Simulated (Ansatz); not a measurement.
One change: `C[SiH2]B1N[SiH2]1` becomes `OB1N[SiH2]1`.

Ansatz, PBE0-D4/def2-TZVP geometries, multiplicity 1. Each molecule was computed in one conformer, which needn't be the lowest.

| property | `C[SiH2]B1N[SiH2]1` |
| --- | --- |
| HOMO–LUMO gap (PBE/def2-TZVPP) / eV | 3.95 |
| HOMO energy (PBE/def2-TZVPP) / eV | -5.67 |
| HOMO–LUMO gap (B3LYP/def2-TZVPP) / eV | 5.58 |
| LUMO energy (ωB97M-V/def2-TZVPP) / eV | 1.21 |
| LUMO energy (PBE0/def2-TZVPP) / eV | -0.77 |
| HOMO energy (B3LYP/def2-TZVPP) / eV | -6.51 |

(1) What does the change do to each property? (Estimate.)

Results:

(1) Computed: 
```csv
property,`OB1N[SiH2]1`,shift
HOMO–LUMO gap (PBE/def2-TZVPP) / eV,4.82,0.87
HOMO energy (PBE/def2-TZVPP) / eV,-5.93,-0.26
HOMO–LUMO gap (B3LYP/def2-TZVPP) / eV,6.34,0.76
LUMO energy (ωB97M-V/def2-TZVPP) / eV,1.34,0.13
LUMO energy (PBE0/def2-TZVPP) / eV,-0.27,0.50
HOMO energy (B3LYP/def2-TZVPP) / eV,-6.86,-0.35
```

With PBE0 the HOMO falls by 0.35 eV and the LUMO rises by 0.50 eV, so the gap widens by about 0.85 eV. PBE moves the HOMO by -0.26 eV and ωB97M-V by -0.44 eV.

B3LYP here is the variant with VWN-RPA as its local correlation; programs differ in this.
